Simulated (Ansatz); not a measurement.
Compare A (`CCCNCCC`) with its isomer B (`CC(C)NC(C)C`).

Isolated molecules relaxed with PBE0-D4/def2-TZVP in Ansatz; ΔE leaves out vibrations. CCSD(T)/CBS is the MP2 limit (def2-TZVPP, def2-QZVPP) plus CCSD(T) − MP2 in def2-TZVPP, frozen cores. DFT in def2-TZVPP. B3LYP here is the variant with VWN-RPA as its local correlation; programs differ in this. One conformer a species, not always the lowest.

Problem. Which is lower in electronic energy at CCSD(T)/CBS, and by how much? (Estimate.)

Solution. Computed: B, by 19.5 kJ/mol.

Problem. Give E(B) − E(A) in kJ/mol with ωB97M-V, HF/def2-TZVPP, B3LYP, CCSD(T)/def2-TZVPP, PBE-D4, B2PLYP, CCSD/def2-TZVPP. (An estimate is asked.)

Solution. The calculation gave: ωB97M-V -17.3, HF/def2-TZVPP -4.9, B3LYP -8.0, CCSD(T)/def2-TZVPP -18.4, PBE-D4 -14.8, B2PLYP -13.1, CCSD/def2-TZVPP -15.9. None reverses the order clearly.

Largest T1 diagnostic: 0.009.

At CCSD(T), def2-SVP lies +3.1 kJ/mol from the extrapolated value and def2-TZVPP +1.1 kJ/mol. The D4 term adds −6.7 kJ/mol with B3LYP and −3.7 kJ/mol with PBE0; it sums over pairs of atoms, weighted by their polarisabilities, and B3LYP, whose exchange is more repulsive, gets the larger term.
